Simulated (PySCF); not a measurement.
Compound: C3H6O3SSi.
SMILES: `S(O)(=O)(=O)[C@H]1[SiH2]C1=C`

Method used: TDDFT CAM-B3LYP/def2-SVPD, vertical, gas phase, core orbitals frozen in the response (PySCF). One conformer (not necessarily the lowest) at the GFN2-xTB geometry, without solvent, vibrations or thermal averaging. Torsions of this conformer, `[CH2:1]=[C:2]1[SiH2:3][C@@H:4]1[S:5](=[O:6])(=[O:7])[OH:8]`: Si3–C4–S5–O6 -161°, H–O8–S5–C4 135°.

Question: What does the calculation give for the low-lying excited states?

Answer: 

| state | E (eV) | λ (nm) | ν̃ (cm⁻¹) | f | main configurations (H = HOMO, L = LUMO) |
| --- | --- | --- | --- | --- | --- |
| S1 | 5.29 | 234.3 | 42680 | 0.0059 | H→L (80%), H-1→L (10%) |
| S2 | 6.34 | 195.6 | 51130 | 0.015 | H-2→L (66%), H-3→L (19%) |
| S3 | 6.60 | 187.8 | 53240 | 0.314 | H-1→L (42%), H→L+1 (42%) |
| S4 | 6.69 | 185.3 | 53980 | 0.142 | H→L+1 (46%), H-1→L (43%) |
| S5 | 6.82 | 181.8 | 55010 | 0.053 | H-1→L+1 (84%) |
| S6 | 7.33 | 169.2 | 59110 | 0.021 | H-2→L+1 (54%), H-3→L (16%) |
| S7 | 7.39 | 167.9 | 59570 | 0.0050 | H-3→L (48%), H-2→L (19%), H-2→L+1 (13%) |
| S8 | 7.56 | 164.1 | 60950 | 0.018 | H→L+2 (57%), H→L+3 (14%), H→L+4 (8%) |

Triplets (Tamm–Dancoff): T1 4.00 eV, H-1→L (60%), H→L (24%); T2 4.82 eV, H→L (63%), H-1→L (23%), H-2→L (9%); T3 5.42 eV, H→L+1 (71%).

The lowest singlet lies at 5.29 eV (234 nm, ultraviolet) and is weak; its leading configuration is HOMO→LUMO (80%). The strongest level in the table is S3 at 6.60 eV (188 nm, f = 0.314). Löwdin shares by element: HOMO carbon 43% or more, silicon 20%, oxygen 12% or more (atoms not listed hold the other 26%); LUMO carbon 60%, silicon 10% (atoms not listed hold the other 30%). Of the 8 states listed, 6 reach f = 0.01 and none stays under 0.0005. Weighted by f, the mean energy of these states is 6.69 eV. The oscillator strengths of these states sum to 0.573; summed over the whole spectrum of an exact calculation they would give the number of electrons, 78 (Thomas–Reiche–Kuhn). The window holds the lowest 8 singlets.

On Arm Neoverse V1, one thread, no GPU, shared host with 32 logical CPUs at a one-minute load of 12, this took 62 s of wall time (grids of density and orbitals included) and 1.0 GiB of memory at its peak.
